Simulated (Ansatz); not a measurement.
Basis-set extrapolation for H₈N₂SSi₂ (`N[SiH2]S[SiH2]N`) (PBE0-D4/def2-TZVP geometry, frozen core, Ansatz). Multiplicity 1, RHF reference.

|  | def2-TZVPP | def2-QZVPP |
| --- | --- | --- |
| HF | -1089.162086 | -1089.197660 |
| MP2 correlation | -0.855408 | -0.922067 |
| CCSD(T) correlation | -0.951199 | not run |

Energies in hartree. Use E(X) = E(∞) + A·exp(−7.88·√X) for Hartree–Fock and E(X) = E(∞) + B·X^(−2.97) for correlation, with X = 3 and 4, and add CCSD(T) minus MP2 of the smaller set to the MP2 limit.

Q: What is the CCSD(T) energy at the basis-set limit?

A: HF limit: -1089.197660 + (-0.035574) × 0.13774 = -1089.20256. MP2 limit: -0.922067 + (-0.066659) × 0.74074 = -0.97144. Higher-order term: -0.951199 − (-0.855408) = -0.09579. Total: -1090.26979 hartree, 410.9 kJ/mol below CCSD(T)/def2-TZVPP.
